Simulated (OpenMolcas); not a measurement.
# Tc3+: moving or changing the point charges

Tc3+ among 6 point charges of -1.5 e arranged as a trigonal prism (D3h), 1.99 Å from the ion, with a polar angle of 45.7° against the regular 49.1°.
```
   1.4233    0.0000    1.3908  -1.50
  -0.7117    1.2326    1.3908  -1.50
  -0.7117   -1.2326    1.3908  -1.50
   1.4233    0.0000   -1.3908  -1.50
  -0.7117    1.2326   -1.3908  -1.50
  -0.7117   -1.2326   -1.3908  -1.50
```

| Property | Result |
| --- | --- |
| Program | OpenMolcas 26.06 |
| Method | CASSCF |
| Basis | ANO-RCC-VDZP [6s5p3d1f] |
| Scalar Hamiltonian | DKH2, point nucleus |
| Active space | 4 electrons in 5 orbitals (4d) |
| State averaging | 2S+1 = 5 even, 5 roots; 2S+1 = 3 even, 45 roots; 2S+1 = 1 even, 50 roots |
| Spin-orbit coupling | state interaction with AMFI integrals over the reference wave functions |

Runs around this geometry, states (labels of D3, the rotations of D3h). Energies in cm-1 above the lowest state or level, χT in cm3 K/mol.

```json
{"R (Å)": "1.99", "q (e)": "-0.98", "Polar angle / regular": "0.93", "Ground state": "5E", "First state of that spin": "5A1 2644", "First gap with spin-orbit (degeneracies)": "22.7 (1, 2)", "χT at 300 K": "1.681", "First state of another spin": "3E 15854"}
{"R (Å)": "1.99", "q (e)": "-1.5", "Polar angle / regular": "0.93", "Ground state": "5E", "First state of that spin": "5A1 4677", "First gap with spin-orbit (degeneracies)": "52.1 (2, 1)", "χT at 300 K": "1.903", "First state of another spin": "3E 12271"}
{"R (Å)": "2.17", "q (e)": "-1.5", "Polar angle / regular": "0.93", "Ground state": "5E", "First state of that spin": "5A1 2635", "First gap with spin-orbit (degeneracies)": "16.1 (1, 2)", "χT at 300 K": "1.691", "First state of another spin": "3E 14978"}
{"R (Å)": "1.99", "q (e)": "-1.5", "Polar angle / regular": "1", "Ground state": "5E", "First state of that spin": "5A1 5039", "First gap with spin-orbit (degeneracies)": "46.6 (2, 1)", "χT at 300 K": "1.899", "First state of another spin": "3A2 13798"}
```

Taking the first state of the same spin as R^-n, n = -ln(2635 / 4677) / ln(2.17 / 1.99) = 6.6 between the shortest and longest distance.

Scaling the charges by -0.98 / -1.5 = 0.65 scales the first state of the same spin by 2644 / 4677 = 0.57; with fixed orbitals a first-order splitting would follow the charge.

An orbital doublet at a regular site is open to a Jahn-Teller distortion, which this geometry leaves out. Without dynamic correlation the repulsion within the d shell is too large (B by tens of per cent), so at a given field states of lower spin stand too high. Point charges give a weaker field than real ligands, and real ions of this kind are as a rule low spin; the high spin found here belongs to the model. This shell can be high or low spin here, a state of another spin lies low, and with metal d orbitals alone active their balance is uncertain, so the ground spin may be wrong (holds for R = 1.99, q = -1.5, ratio = 0.93; R = 2.17, q = -1.5, ratio = 0.93; R = 1.99, q = -1.5, ratio = 1). Point charges carry no covalency, so the field is a model and not that of real ligands. No measured value stands beside these numbers.
